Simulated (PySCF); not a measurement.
**Mn (manganese, neutral): TPSS calculation**

Configuration: [Ar] 3d5 4s2, high-spin 6S determinant. Computed with PySCF 2.14 in cc-pVTZ, with the non-relativistic Hamiltonian (point nucleus).

- Total energy: -1151.016 hartree
- One-electron energy: -1584.794 hartree
- Hartree (Coulomb) energy: 485.836 hartree
- Exchange-correlation energy: -52.058 hartree
- Kinetic energy: 1149.41993 hartree
- ⟨S²⟩: 8.7637
- ⟨L²⟩: 0.000
- Sum of ⟨r⟩: 21.65 bohr
- Sum of ⟨r²⟩: 41.16 bohr²
- Density at the nucleus (Gaussians lack the cusp): 10500 bohr⁻³
- Spin density at the nucleus: 1.17 bohr⁻³
- Langevin diamagnetic susceptibility: -32.6 ×10⁻⁶ cm³/mol
- Time after the integrals: 4.3 s of wall time on 1 thread of Neoverse-N1 (shared host)

```csv
shell,electrons,mean orbital energy (eV),"rms radius, mean of both spins (bohr)"
1s α,1,-6387.2,0.0712
1s β,1,-6387.2,0.0712
2s α,1,-735.59,0.306
2s β,1,-733.60,0.306
2p α,3,-629.06,0.275
2p β,3,-627.45,0.275
3s α,1,-86.842,0.925
3s β,1,-81.539,0.925
3p α,3,-56.414,0.989
3p β,3,-51.090,0.989
3d α,5,-8.442,1.37
4s α,1,-5.465,3.44
4s β,1,-4.376,3.44
```
